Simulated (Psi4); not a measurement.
# InCl2F (SMILES [F][In]([Cl])[Cl]): entropy by statistical mechanics

A singlet with charge 0, relaxed at B3LYP-D3(BJ)/def2-SVP (density fitting, core potential) (Psi4 1.11):

```xyz
4

F     0.2354    1.0120    1.7119
In    0.0206    0.0166    0.0481
Cl    1.2132   -1.9687   -0.2167
Cl   -1.4149    0.8721   -1.5771
```

Harmonic wavenumbers in cm⁻¹: 81, 113, 130, 355, 399, 621.

Masses in u: F 18.998, In 114.818, Cl 35.45. Take T = 298.15 K, p = 1 bar, R = 8.3145 J/(mol K), kT/hc = 207.22 cm⁻¹, rigid rotor and harmonic oscillator.

Problem. Work out S° at 298 K.

Solution. 
1. Translation (Sackur–Tetrode): S = R[3/2 ln M + 5/2 ln T − 1.1517] with M = 204.716 gives 175.2 J/(mol K).
2. Rotation: principal moments 150.875, 298.272, 449.147 u Å² give A, B, C = 0.1117, 0.0565, 0.0375 cm⁻¹; the symmetry number is σ = 2; q = (√π/σ)√((kT/hc)³/ABC) = 171841; S = R(ln q + 3/2) = 112.7.
3. Vibration: with u = ν̃/207.22, each mode gives R[u/(eᵘ − 1) − ln(1 − e⁻ᵘ)]; the sum is 52.5, most from 81 cm⁻¹ (16.2), 113 cm⁻¹ (13.5), 130 cm⁻¹ (12.3).
4. Spin: R ln 1 = 0.0.
5. Sum: 175.2 + 112.7 + 52.5 + 0.0 = 340.4 J/(mol K).

No measured value is set beside it here.
